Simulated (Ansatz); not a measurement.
C2H2B, SMILES `[BH-]C#C` (excited singlet) (charge -1, multiplicity 1). This singlet is an excited state, 0.08 eV above the relaxed triplet at the level B3LYP/aug-cc-pVTZ // PBE0-D3(BJ)/def2-TZVPD (Ansatz, a quantum-chemistry and plane-wave program).

Level of theory: PBE/aug-cc-pVTZ // PBE0-D3(BJ)/def2-TZVPD (Ansatz).

Ansatz 0.2 input:
```yaml
crystal:
  periodic: [false, false, false]
  atoms:
    - { symbol: B, position_ang: [-1.210855, -0.232024, 0.062071] }
    - { symbol: C, position_ang: [0.098497, 0.070996, -0.362435] }
    - { symbol: C, position_ang: [1.309727, 0.310747, -0.750249] }
    - { symbol: H, position_ang: [-2.221505, 0.367834, 0.267306] }
    - { symbol: H, position_ang: [2.024129, -0.517555, -0.843545] }
basis:
  gaussian: { orbitals: aug-cc-pVTZ }
hamiltonian:
  xc: pbe
total_charge: -1
```

Output:

```
Functional definition: PBE
757 factors; their error is unknown
mean field evaluation 1: about -2772.5975 eV, gradient 3.4e1 eV
mean field evaluation 2: about -2746.0688 eV, gradient 8.1e1 eV
mean field evaluation 4: about -2776.1361 eV, gradient 6.7e0 eV
mean field evaluation 8: about -2776.2968 eV, gradient 7.3e-2 eV
mean field evaluation 16: about -2776.2745 eV, gradient 6.0e-5 eV
mean field -2776.27454989 eV, -102.0262078821 hartree, gradient 6.0e-5 eV, S^2 0.000000; 0 other end points of the search recorded, 0 dependent functions left out
reference -2776.27460498 eV, -102.0262099065 hartree; 10, 10 occupied and 174, 174 virtual orbitals, 757 factors
Total energy: -2776.27460498 eV, -102.0262099065 hartree
```
